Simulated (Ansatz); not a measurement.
```yaml
crystal:
  periodic: [true, true, true]
  atoms:
    - {symbol: C, position_ang: [0.436657, -1.907284, 0.363758]}
    - {symbol: B, position_ang: [0.425687, -0.355540, -0.029840]}
    - {symbol: C, position_ang: [1.452023, 0.110831, -1.171880]}
    - {symbol: O, position_ang: [0.486822, 0.528883, 1.198039]}
    - {symbol: N, position_ang: [-1.093085, 0.084244, -0.453633]}
    - {symbol: Si, position_ang: [-1.413702, 1.424104, 0.770170]}
    - {symbol: H, position_ang: [0.232403, -2.558705, -0.493748]}
    - {symbol: H, position_ang: [1.415062, -2.200939, 0.755991]}
    - {symbol: H, position_ang: [-0.295506, -2.146319, 1.145009]}
    - {symbol: H, position_ang: [1.353247, 1.172066, -1.438065]}
    - {symbol: H, position_ang: [1.331854, -0.466764, -2.094757]}
    - {symbol: H, position_ang: [2.488567, -0.040068, -0.851501]}
    - {symbol: H, position_ang: [1.231915, 1.131854, 1.181268]}
    - {symbol: H, position_ang: [-1.769326, -0.668210, -0.359269]}
    - {symbol: H, position_ang: [-1.176033, 0.426676, -1.405874]}
    - {symbol: H, position_ang: [-1.761801, 0.965678, 2.130573]}
    - {symbol: H, position_ang: [-0.625988, 2.665959, 0.584396]}
    - {symbol: H, position_ang: [-2.756292, 1.844835, 0.221264]}
basis:
  gaussian: {orbitals: "6-31G*", fitting: {mean_field: cc-pVTZ-jkfit}, nuclear_model: gaussian}
hamiltonian: {xc: {name: rPW86-PBE}, dispersion: rvv10, pseudopotentials: {relativity: scalar}}
accuracy: high
scf: {lower_state_search: full}
output: {forces: true}
```

```sh
$ ansatz run in.yaml --threads 4 --pin off --events-out ev --progress --plain --max-ram 11315MiB
```

Output, abridged:

```
Error: YAML parse error: error: line 2 column 3: crystal: missing field `lattice` (a structure is typed as `lattice` and `atoms`, a molecule's as `atoms` in Å alone, or read from a run's directory, `checkpoint`)
 --> <input>:2:3
1 | crystal:
2 |   periodic: [true, true, true]
3 |   atoms:
4 |     - {symbol: C, position_ang: [0.436657, -1.907284, 0.363758]}
```

**Question.** What is wrong with this run?

**Answer.** The molecule is marked periodic without a cell. The input was rejected before any iteration.
